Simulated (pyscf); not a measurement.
Optimised with ωB97X-D3(BJ)/def2-SVP in PySCF.

How much does it cost (ΔH, 298 K, ωB97M-D3(BJ)/def2-TZVP) to split F–Ge(F)(F)–Br at its Br–Ge bond into F–Ge•(F)–F + Br•?

Br–Ge to F–Ge•(F)–F + Br•: 81.2 kcal/mol. The 7 functionals that were run give +80.2 (B3LYP-D3(BJ)) to +88.8 kcal/mol (ωB97X-D3(BJ)). Left out: the spin-orbit lowering of Br, which is large for Br, Se, Te and I. Elements up to Kr have no core potential and no relativistic terms here.
